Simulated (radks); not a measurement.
Values are calculated unless marked as measured or tabulated.
Q: These are the eigenvalues of the occupied orbitals of an atom or ion with whole-number occupations (eV). Level of theory: non-relativistic Kohn-Sham, r2SCAN, spin-polarised, spherical densities, point nucleus; meta-GGA in the generalised Kohn-Sham scheme (a radial shooting solver on a logarithmic mesh with Libxc functionals).

1s down: -79612.05
1s up: -79612.05
2s up: -13874.68
2s down: -13874.64
2p up: -13375.54
2p down: -13375.51
3s up: -3706.156
3s down: -3704.500
3p up: -3469.028
3p down: -3467.547
3d up: -3027.699
3d down: -3026.672
4s up: -1209.583
4s down: -1207.878
4p up: -1104.066
4p down: -1102.336
4d up: -909.8618
4d down: -908.0633
4f up: -647.6781
4f down: -645.6844
5s up: -546.3208
5s down: -545.7464

Which element is it, and in what charge state? The configuration may be excited. Open shells, if any, are filled with parallel spins first.

A: Z = 82, lead, charge +21: Pb21+ in [Kr] 4d10 4f13 5s2. The list shows which subshells hold electrons but not how many an open one holds; the 1s level, -2925.7 hartree, gives Z - s = 76.5 by -(Z - s)^2/2, which with screening narrows Z to a few neighbours, and the depths of the outer levels then fix element, charge and occupations together.
